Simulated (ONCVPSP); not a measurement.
# Building the ONCV potential for boron (B) (LDA (Perdew-Wang 92), scalar-relativistic).

Input for ONCVPSP 4.0.1:

```
# ATOM AND REFERENCE CONFIGURATION
# atsym  z   nc   nv     iexc    psfile
  B 5.00    1    2  -001012      upf
#
#   n    l    f
    1    0    2.00
    2    0    2.00
    2    1    1.00
#
# PSEUDOPOTENTIAL AND OPTIMIZATION
# lmax
    2
#
#   l,   rc,      ep,       ncon, nbas, qcut
    0    1.20    0.00    3    7    5.60
    1    2.80    0.00    4    8    4.00
    2    2.75    0.35    4    7    3.00
#
# LOCAL POTENTIAL
# lloc, lpopt,  rc(5),   dvloc0
    4    5    0.80    0.00
#
# VANDERBILT-KLEINMAN-BYLANDER PROJECTORs
# l, nproj, debl
    0    3    2.50
    1    2    0.60
    2    2    0.70
#
# MODEL CORE CHARGE
# icmod, fcfact, rcfact
    0    0.00    0.00
#
# LOG DERIVATIVE ANALYSIS
# epsh1, epsh2, depsh
   -2.00    5.00    0.02
#
# OUTPUT GRID
# rlmax, drl
    6.00    0.01
#
# TEST CONFIGURATIONS
# ncnf
    4
# nvcnf
#   n    l    f
    2
    2    0    2.00
    2    1    0.00
#
    2
    2    0    1.00
    2    1    0.00
#
    2
    2    0    2.00
    2    1    0.50
#
    2
    2    0    0.00
    2    1    3.00
#
```

Command:

```bash
oncvpsp.x < B.dat > B.out
```

The program printed (shortened: citation, most of the input echo, consistency checks and plot data are left out):

```
ONCVPSP  (Optimized Norm-Conservinng Vanderbilt PSeudopotential)
scalar-relativistic version 4.0.1

#   n    l    f        energy (Ha)
    1    0    2.00    -6.5660007E+00
    2    0    2.00    -3.4484330E-01
    2    1    1.00    -1.3653230E-01

Reference configufation results
  iterations    21
  all-electron total energy (Ha)   -2.43506168D+01

Begin loop to  construct optimized pseudo wave functions
and semi-local pseudopoentials for all angular momenta

   Wellstate for l =  0  n =  4
     eigenvalue =   2.1552
     asymptotic potential =   2.6552
     half-point radius =  3.5020

   Wellstate for l =  0  n =  4
     eigenvalue =   4.6552
     asymptotic potential =   5.1552
     half-point radius =  2.3977

Calculating optimized projector #   1

 for l=   0

    Fraction of norm inside rc  0.183517
    Optimizing pswf for qcut=   5.59 a_B^-1,  ecut=  15.61 Ha
    Residual kinetic energy error=  1.28D-04 Ha

    Energy error per electron        Cutoff
         Ha          eV             Ha
         0.01000     0.27211        7.06
         0.00100     0.02721       11.93
         0.00010     0.00272       16.50
         0.00001     0.00027       65.38

Calculating optimized projector #   2

 for l=   0

    Fraction of norm inside rc  0.090893
    Optimizing pswf for qcut=   5.59 a_B^-1,  ecut=  15.61 Ha
    Residual kinetic energy error=  6.22D-04 Ha

    Energy error per electron        Cutoff
         Ha          eV             Ha
         0.01000     0.27211        9.34
         0.00100     0.02721       14.34
         0.00010     0.00272      109.87
         0.00001     0.00027      180.07

Calculating optimized projector #   3

 for l=   0

    Fraction of norm inside rc  0.092930
    Optimizing pswf for qcut=   5.59 a_B^-1,  ecut=  15.61 Ha
    Residual kinetic energy error=  1.09D-02 Ha

    Energy error per electron        Cutoff
         Ha          eV             Ha
         0.01000     0.27211       15.91
         0.00100     0.02721       46.17
         0.00010     0.00272      178.92

   Wellstate for l =  1  n =  3
     eigenvalue =   0.4635
     asymptotic potential =   0.9635
     half-point radius =  4.4120

Calculating optimized projector #   1

 for l=   1

    Fraction of norm inside rc  0.723132
    Optimizing pswf for qcut=   4.00 a_B^-1,  ecut=   8.00 Ha
    Residual kinetic energy error=  4.12D-05 Ha

    Energy error per electron        Cutoff
         Ha          eV             Ha
         0.01000     0.27211        4.50
         0.00100     0.02721        6.19
         0.00010     0.00272        7.47
         0.00001     0.00027       17.72

Calculating optimized projector #   2

 for l=   1

    Fraction of norm inside rc  0.310159
    Optimizing pswf for qcut=   4.00 a_B^-1,  ecut=   8.00 Ha
    Residual kinetic energy error=  3.79D-04 Ha

    Energy error per electron        Cutoff
         Ha          eV             Ha
         0.01000     0.27211        5.66
         0.00100     0.02721        7.33
         0.00010     0.00272       11.42
         0.00001     0.00027       30.36

   Wellstate for l =  2  n =  3
     eigenvalue =   0.3500
     asymptotic potential =   0.8500
     half-point radius =  4.7992

   Wellstate for l =  2  n =  4
     eigenvalue =   1.0500
     asymptotic potential =   1.5500
     half-point radius =  4.8344

Calculating optimized projector #   1

 for l=   2

    Fraction of norm inside rc  0.285259
    Optimizing pswf for qcut=   2.99 a_B^-1,  ecut=   4.48 Ha
    Residual kinetic energy error=  5.45D-04 Ha

    Energy error per electron        Cutoff
         Ha          eV             Ha
         0.01000     0.27211        1.84
         0.00100     0.02721        3.93
         0.00010     0.00272        9.02
         0.00001     0.00027       20.65

Calculating optimized projector #   2

 for l=   2

    Fraction of norm inside rc  0.385797
    Optimizing pswf for qcut=   2.99 a_B^-1,  ecut=   4.48 Ha
    Residual kinetic energy error=  4.89D-03 Ha

    Energy error per electron        Cutoff
         Ha          eV             Ha
         0.01000     0.27211        3.74
         0.00100     0.02721        5.99
         0.00010     0.00272       11.26
         0.00001     0.00027       20.43

Construct Vanderbilt / Kleinmman-Bylander projectors

B matrix Hermiticity error, ll=   0
   1   2   -7.2294E-05
   1   3   -1.8518E-04
   2   3   -9.0427E-05

  Orthonormal projector coefficients -2.4814E+01  6.7632E+00  1.0070E+00

B matrix Hermiticity error, ll=   1
   1   2    1.2530E-05

  Orthonormal projector coefficients -2.7190E+00 -6.7662E-01

B matrix Hermiticity error, ll=   2
   1   2    1.2641E-05

  Orthonormal projector coefficients -6.3556E+00 -1.2012E+00

Pseudoatom total energy   -2.565010

Diagnostic tests using Vanderbilt-Kleinman-Bylander pseudopotentials
  1 or more projectors used as specified by nproj input data

   l    rcore       rmatch      e in        delta e   norm test  slope test

   0   1.2071562   1.2438081  -0.3448433   0.0000049   1.0000144   0.9999566
   0   1.2071562   1.2438081   2.1551567   0.0003051   1.0001335   1.0001335
   0   1.2071562   1.2438081   4.6551567  -0.0000120   1.0004038   1.0004038

   1   2.8059425   2.8911369  -0.1365323  -0.0000002   1.0000110   1.0000143
   1   2.8059425   2.8911369   0.4634677   0.0000014   1.0000368   1.0000368

   2   2.7560356   2.8397148   0.3500000   0.0000019   0.9999462   0.9999462
   2   2.7560356   2.8397148   1.0500000   0.0000013   0.9999826   0.9999826

 Testing for bound ghosts
   n   l    E NL Schr. Eq   E Basis Diag.   E Cutoff

       0                       -4.201118    178.36  WARNING - GHOST(-)
   1   0       -0.344838       -0.282368    178.36

   2   1       -0.136533       -0.135917     38.38

 Testing for highly-localized positive-energy ghosts
       l    <radius>/rc     E Basis Diag.   E Cutoff

       2        0.579312        0.137287     33.70  WARNING - GHOST(+)

Test configuration 0

   n   l     f        eae           eps        diff
   1   0  2.0000   -6.56600070
   2   0  2.0000   -0.34484330   -0.34483835    4.95D-06
   2   1  1.0000   -0.13653230   -0.13653254   -2.40D-07

    Total energies and differences
      AE_ref= -2.43506168D+01  AE_tst= -2.43506168D+01  dif=  0.00D+00
      PS_ref= -2.56500996D+00  PS_tst= -2.56500996D+00  dif=  4.44D-16
      PSP excitation error= -4.44D-16

Test configuration 1

   n   l     f        eae           eps        diff
   1   0  2.0000   -7.04581955
   2   0  2.0000   -0.71333637   -0.70784096    5.50D-03

    Total energies and differences
      AE_ref= -2.43506168D+01  AE_tst= -2.40448129D+01  dif=  3.06D-01
      PS_ref= -2.56500996D+00  PS_tst= -2.26255130D+00  dif=  3.02D-01
      PSP excitation error=  3.35D-03

Test configuration 2

   n   l     f        eae           eps        diff
   1   0  2.0000   -7.68536116
   2   0  1.0000   -1.15148323   -1.13886587    1.26D-02

    Total energies and differences
      AE_ref= -2.43506168D+01  AE_tst= -2.31151283D+01  dif=  1.24D+00
      PS_ref= -2.56500996D+00  PS_tst= -1.34132821D+00  dif=  1.22D+00
      PSP excitation error=  1.18D-02

Test configuration 3

   n   l     f        eae           eps        diff
   1   0  2.0000   -6.78118468
   2   0  2.0000   -0.51641746   -0.51507825    1.34D-03
   2   1  0.5000   -0.30098290   -0.29836070    2.62D-03

    Total energies and differences
      AE_ref= -2.43506168D+01  AE_tst= -2.42425643D+01  dif=  1.08D-01
      PS_ref= -2.56500996D+00  PS_tst= -2.45747006D+00  dif=  1.08D-01
      PSP excitation error=  5.13D-04

Test configuration 4

   n   l     f        eae           eps        diff
   1   0  2.0000   -6.63639038
   2   1  3.0000   -0.16574173   -0.16832158   -2.58D-03

    Total energies and differences
      AE_ref= -2.43506168D+01  AE_tst= -2.39317122D+01  dif=  4.19D-01
      PS_ref= -2.56500996D+00  PS_tst= -2.14465370D+00  dif=  4.20D-01
      PSP excitation error= -1.45D-03
```

Note: ghosts flagged at negative energy: s at -114.3 eV; GHOST(+) flagged for d at 3.7 eV. A true bound ghost makes a file unfit for plane-wave use.

The run took about 4.5 s on one core of a shared server CPU.
